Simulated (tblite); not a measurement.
C₃H₁₂N₂OSi.
Cartesian coordinates in Å at the GFN2-xTB level; atoms count from 1:
```xyz
19
C3H12N2OSi angstrom
C      2.3796    0.2247    0.1135
C      1.4342   -0.9747    0.0954
N      0.2447   -0.7601   -0.6971
Si    -1.1012    0.1745   -0.1494
C     -1.6053   -0.4542    1.5665
N     -0.7787    1.8729   -0.0099
O     -2.2879   -0.0349   -1.2684
H      1.8419    1.0997    0.4685
H      2.7525    0.4284   -0.8883
H      3.2267    0.0314    0.7671
H      1.9615   -1.8536   -0.2940
H      1.1113   -1.1951    1.1133
H      0.4770   -0.6621   -1.6757
H     -1.6404   -1.5389    1.5925
H     -0.9082   -0.1272    2.3292
H     -2.5885   -0.0869    1.8426
H     -0.4712    2.3460   -0.8462
H     -1.4815    2.4385    0.4399
H     -2.5765   -0.9191   -1.4766
```

Method: GFN2-xTB as coded in tblite; computed harmonic values from a numerical Hessian at the method's own geometry, unscaled. Against measured fundamentals such values can be off by several per cent, at times by over 20. One conformer, not necessarily the lowest.

Harmonic wavenumbers (cm⁻¹): 46.7, 85.3, 111.0, 144.9, 157.7, 184.5, 203.4, 235.3, 247.1, 256.7, 289.0, 338.9, 430.3, 555.9, 599.2, 670.9, 768.8, 796.1, 806.5, 821.3, 840.4, 866.8, 877.8, 919.0, 980.7, 1072.5, 1104.4, 1172.5, 1250.8, 1329.7, 1380.1, 1383.6, 1399.1, 1483.3, 1490.6, 1498.8, 1502.6, 1504.3, 1528.1, 2911.6, 2990.9, 3027.0, 3033.3, 3045.3, 3049.7, 3051.5, 3065.9, 3424.0, 3460.7, 3492.5, 3681.7.

A = 2955, B = 1384, C = 1351 MHz; mass 120.072 u (most abundant isotopes); point group C1, symmetry number 1.

Q: What is the zero-point energy?

A: ½Σν̃ = 34784 cm⁻¹ = 416.11 kJ/mol.

Q: Give the ideal-gas entropy at 298.15 K and 1 bar in the rigid-rotor, harmonic-oscillator model (classical rotation).

A: Translation 168.57, rotation 119.05, vibration 141.17: S = 428.8 J/(mol K).

Q: And Cp and H(298.15 K) − H(0)?

A: Cp = 173.31 J/(mol K), of which vibrations give 140.05 (their classical limit is 51 R = 424.0); H(298.15 K) − H(0) = 32.28 kJ/mol without the zero-point energy, 22.36 from vibrations.

Q: How do the functions run with temperature in this model?

A: 
```csv
T (K),S (J/(mol K)),Cp (J/(mol K)),H − H(0) (kJ/mol),G − H(0) (kJ/mol),ln q(vib)
100,290.8,90.3,5.80,-23.28,1.77
200,367.8,134.5,17.17,-56.40,4.92
300,429.9,174.0,32.60,-96.36,8.01
500,535.5,241.7,74.54,-193.22,13.82
800,664.6,307.3,157.70,-373.97,21.68
1000,736.5,337.2,222.28,-514.24,26.42
```

q(vib) and H(0) count from the zero-point level.

Q: Which modes carry the vibrational entropy at 298.15 K?

A: 46.7 cm⁻¹: 20.72; 85.3 cm⁻¹: 15.75; 111.0 cm⁻¹: 13.60; 144.9 cm⁻¹: 11.46; 157.7 cm⁻¹: 10.78; 184.5 cm⁻¹: 9.55 J/(mol K); the other 45 give 59.31 together.

Q: What must be added to the electronic energy to get the Gibbs energy at 298.15 K and 1 bar?

A: ZPE + [H(298.15 K) − H(0)] − T·S = 416.11 + 32.28 − 127.85 = 320.54 kJ/mol.

Q: Blend soft modes into free rotors: weight 1/[1 + (100 cm⁻¹/ν̃)⁴] for the oscillator and the rest for a rotor with moment μB/(μ + B), μ = h/(8π²ν), B = 10⁻⁴⁴ kg m². What vibrational entropy results?

A: 132.74 J/(mol K) in place of 141.17, which changes −T·S at 298.15 K by +2.51 kJ/mol.

Hindered rotation and anharmonicity are outside this model. Other conformers, if any are populated, would add a mixing term that is left out. The structure is chiral; the term R ln 2 for an equal mix with its mirror image is left out.
